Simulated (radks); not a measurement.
All-electron atom: the iodine ion I8+ in [Kr] 4d9. All-electron calculation, scalar-relativistic Kohn-Sham, PBEsol, spin-polarised, spherical densities, finite nucleus; open shells are filled with parallel spins first (spin-orbit coupling, left out, can overturn this in heavy ions); Fermi nuclear charge, rms radius 4.75 fm. Program: a radial shooting solver on a logarithmic mesh with Libxc functionals.

X-ray form factor f0, the Fourier transform of the density (f0(0) = 45):

sin(theta)/lambda (1/angstrom)  f0 (electrons)
0.05                                    44.720
0.1                                     43.900
0.15                                    42.597
0.2                                     40.899
0.25                                    38.912
0.3                                     36.748
0.4                                     32.302
0.5                                     28.216
0.6                                     24.822
0.8                                     20.148
1                                       17.273
1.25                                    14.547
1.5                                     12.083
2                                        8.209
